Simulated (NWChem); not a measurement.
Lowest excitation of BrSi (+1)

```
Si
Br 1 2.1194
```
Charge +1, spin multiplicity 1.

Program: NWChem. All single points use one geometry, from PBE0/def2-SVP, a minimum by its harmonic frequencies.

Basis set: def2-SVPD.

```
method    lowest vertical singlet excitation energy (eV)  relative cost  difference from EOM-CCSD
--------  ----------------------------------------------  -------------  ------------------------
EOM-CCSD                                            5.07              1                      0.00
TDA-PBE0                                            4.79        under 3                     -0.28
TD-PBE                                              4.50        under 3                     -0.57
TD-B3LYP                                            4.65        under 3                     -0.42
CIS                                                 5.24        under 3                     +0.17
```

The values span 0.74 eV, from TD-PBE (lowest) to CIS (highest). Relative cost: rough, from shared machines, SCF included, EOM-CCSD = 1.

The Hamiltonian is non-relativistic. The correlated methods keep 14 core orbitals frozen. B3LYP has NWChem's definition, with VWN1-RPA local correlation. The spin multiplicity of the parent species was assumed, not shown to be that of its ground state. The structure started from a generated list of species. Differences from the coupled-cluster row are differences between methods, not errors against experiment.
